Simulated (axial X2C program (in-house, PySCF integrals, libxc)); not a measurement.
Potential curves of RuGe, with spin–orbit coupling

All values were computed with an in-house relativistic program for diatomic molecules. Two-component (2c) means X2C with spin–orbit coupling and atomic mean-field two-electron Coulomb and Gaunt terms. Basis: Ru dyall-cv3z [12s12p8d5f3g], Ge dyall-cv3z [9s9p7d4f1g] (cores contracted in-house); Gaussian nuclei, density fitting, unrestricted open shells. Masses: Ru 101.904 u, Ge 73.921 u.

State: Ω = 3 (⟨Sz⟩ = 1.00, ⟨Lz⟩ = 2.00 at PBE). Energies in cm⁻¹ from the lowest point of each curve. Fits are polynomials in 1 − R0/R over 0.85 to 1.23 times the lowest point R0.

```json
{"R (Å)": "1.9070", "PBE": "9883", "PBE0": "8860"}
{"R (Å)": "1.9947", "PBE": "4073", "PBE0": "3526"}
{"R (Å)": "2.0605", "PBE": "1622", "PBE0": "1351"}
{"R (Å)": "2.1262", "PBE": "366", "PBE0": "282"}
{"R (Å)": "2.1920", "PBE": "0", "PBE0": "0"}
{"R (Å)": "2.2687", "PBE": "387", "PBE0": "359"}
{"R (Å)": "2.3454", "PBE": "1379", "PBE0": "1221"}
{"R (Å)": "2.4441", "PBE": "3203", "PBE0": "2803"}
{"R (Å)": "2.5646", "PBE": "5844", "PBE0": "5147"}
{"R (Å)": "2.7400", "PBE": "9888", "PBE0": "8856"}
```

One determinant describes the state; a PBE0 search over occupations chose it and may have missed a lower one. Density functionals use the spin component along the axis (collinear). PBE0 can misorder states that lie within some tenths of an eV, so this need not be the ground state of the molecule. The nearest other 2c determinant of the search, Ω = 1, lies 0.22 eV up at the distance of the search. The functionals have no current-density term, which raises determinants with orbital currents, atoms included. With several unpaired electrons one determinant need not be a pure state. The determinant is spin-polarised beyond a pure state at some levels (its spin-free form has ⟨S²⟩ too high), which makes Re and μ there less reliable.

**Question.** What are Re and ωe at the PBE level?

**Answer.** At PBE, 2c: Re = 2.192 Å, ωe ≈ 344 cm⁻¹; Be follows as 0.0819 cm⁻¹.

**Question.** Fit the PBE0 curve near its minimum: give the equilibrium distance and the harmonic wavenumber.

**Answer.** At PBE0, 2c: Re = 2.189 Å, ωe ≈ 319 cm⁻¹; Be follows as 0.0821 cm⁻¹.
